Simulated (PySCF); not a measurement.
B3LYP has the VWN-RPA correlation part, as in Gaussian. Delta-SCF ions had no search for a lower state. Excitations are Tamm–Dancoff values on a coarser integration grid. The basis has no diffuse functions, so Rydberg states are missing or too high.

Species: sesquifulvalene `C1=CC=CC(=C2C=CC=C2)C=C1` (charge 0, multiplicity 1).

Q: Estimate the vertical ionisation energy (Delta-SCF), S1 excitation (TDA), T1 excitation (TDA), dipole moment, S1 oscillator strength, brightest of the four lowest singlets (TDA), LUMO and S1–T1 gap (TDA) that B3LYP-D3(BJ)/def2-SVP // PBE-D3(BJ)/def2-SVP (PySCF) returns for this input.

A: 
```yaml
vertical ionisation energy (Delta-SCF): 7.04 eV
S1 excitation (TDA): 2.26 eV
T1 excitation (TDA): 1.57 eV
dipole_moment: 3.76 D
S1 oscillator strength: 0.005
brightest of the four lowest singlets (TDA): 3.90 eV
LUMO: -2.47 eV
S1–T1 gap (TDA): 0.69 eV
```
